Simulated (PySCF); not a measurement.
Spectrum to structure. The calculation used PySCF, TDDFT CAM-B3LYP/def2-SVPD, vertical, gas phase, core orbitals frozen in the response. Geometries: PBE0-D3(BJ)/def2-SVP, one conformer each.

```tsv
state	λ (nm)	f
S1	248.5	0.0014
S2	224.8	0.0002
S3	176.6	0.042
S4	162.5	0.0001
S5	159.6	0.0041
S6	158.3	0.023
S7	156.9	0.023
S8	154.9	0.081
S9	154.0	0.148
S10	151.3	0.099
```

Question: Which structure fits?
A. `[CH3][Al]([CH3])[CH3]`
B. `CC[CH2][AlH2]`
C. `FC1(F)CC1`
D. `[CH3][AlH][F]`

Answer: B. Its S1, at 4.99 eV, is the lowest among the candidates; the nearest of the others has S1 at 5.79 eV. S1 is HOMO→LUMO (97%). Löwdin shares by element: HOMO carbon 48% or more, aluminium 22%, hydrogen 6% or more (atoms not listed hold the other 24%); LUMO aluminium 60%, hydrogen 20% or more, carbon 8% or more. At the same level the other candidates give, for their lowest levels:
- `[CH3][AlH][F]`: 208 nm (f 0.003); 168 nm (f 0.127); 155 nm (f 0.062); 150 nm (f 0.107); 141 nm (f 0.291); T1 5.54 eV; HOMO -9.79, LUMO -0.03 eV
- `FC1(F)CC1`: 151 nm (f 0.020); 144 nm (f 0.000); 141 nm (f 0.002); 136 nm (f 0.006); 135 nm (f 0.015); T1 8.10 eV; HOMO -9.91, LUMO 1.42 eV
- `[CH3][Al]([CH3])[CH3]`: 214 nm (f 0.000 summed over 2 states); 187 nm (f 0.096); 187 nm (f 0.122); 155 nm (f 0.001); 153 nm (f 0.025); T1 5.47 eV; HOMO -8.96, LUMO 0.44 eV

The values belong to the conformer `[CH3:1][CH2:2][CH2:3][AlH2:4]`: C1–C2–C3–Al4 63°.
Triplets come from the Tamm–Dancoff approximation.
